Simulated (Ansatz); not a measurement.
The cluster Pb₄S₄⁻. Charge -1, multiplicity 2. Geometry PBE-D4/def2-SVP; atoms count from 1.

Cartesian coordinates in Å:
```
Pb 1.9240 0.5075 -1.3696
Pb -1.4251 0.3086 -2.8712
Pb -0.1179 -1.4242 0.7376
Pb -1.5558 1.9054 2.1551
S -0.7588 1.1850 -0.3300
S 2.4391 -0.7754 0.8325
S 0.4233 -1.4882 -2.3973
S -0.9287 -0.2187 3.2428
```

In the def2 sets Pb takes a core potential; there is no spin–orbit coupling. Another isomer (doublet) lies 1.15 eV lower at PBE0-D4/def2-SVP; other spin states weren't run for this one.

Question: Estimate the Mulliken populations from the PBE0/def2-SVP orbitals of Ansatz.

Answer: 
```
atom  charge (e)  spin (α − β)
 Pb1        0.40          0.02
 Pb2        0.06          0.93
 Pb3        0.54          0.01
 Pb4        0.36          0.04
  S5       -0.62         -0.01
  S6       -0.60          0.01
  S7       -0.58          0.00
  S8       -0.56          0.00
```
Mulliken values depend strongly on the basis.

Question: Where does the spin sit?

Answer: Summed by element: Pb 1.00, S 0.00, of 1 unpaired in all. Largest on single atoms: Pb2 0.93, Pb4 0.04, Pb1 0.02.

Question: And the Mayer bond orders between heavy atoms (over 0.3)?

Answer: Pb1–S5 0.37 (2.96 Å); Pb1–S6 1.02 (2.60 Å); Pb1–S7 0.79 (2.70 Å); Pb2–S5 0.52 (2.77 Å); Pb2–S7 0.93 (2.62 Å); Pb3–S5 0.46 (2.89 Å); Pb3–S6 0.91 (2.64 Å); Pb3–S8 0.48 (2.90 Å); Pb4–S5 0.67 (2.71 Å); Pb4–S8 1.55 (2.47 Å).
